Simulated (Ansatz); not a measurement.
SnH2Me(NHMe) (C₂H₉NSn). The state is a singlet with charge 0. Geometry PBE-D4/def2-SVP, basis def2-TZVP, Ansatz.

```xyz
13

Sn   -0.577   -0.454   -0.648
H    -0.395   -2.172   -0.527
H    -2.277   -0.046   -0.611
C     0.380    0.373   -2.405
H    -0.077   -0.047   -3.322
H     1.457    0.122   -2.386
H     0.262    1.473   -2.418
N     0.489    0.286    0.970
C     0.103   -0.110    2.317
H     0.594    1.306    0.905
H    -0.881    0.277    2.687
H     0.052   -1.219    2.384
H     0.872    0.211    3.055
```

```tsv
run	HOMO (eV)	LUMO (eV)
A	-8.76	1.91
B	-6.35	0.15
C	-6.53	0.40
D	-5.77	0.00
E	-5.27	-0.28
F	-8.68	1.53
```

In the def2 sets Sn takes a core potential; there is no spin–orbit coupling.

**Question.** The runs used PBE0, r2SCAN, r2SCAN0, r2SCANh, ωB97M-V, ωB97X-V. Estimate which is which.

**Answer.** A ωB97X-V (range-separated); B PBE0 (25 % exact exchange); C r2SCAN0 (25 % exact exchange); D r2SCANh (10 % exact exchange); E r2SCAN (0 % exact exchange); F ωB97M-V (range-separated). Exact exchange lowers occupied and raises empty levels; among semilocal functionals meta-GGAs tend to open the gap a little, and such runs are hard to tell apart. The gap grows from 4.98 eV (r2SCAN) to 10.67 eV (ωB97X-V).
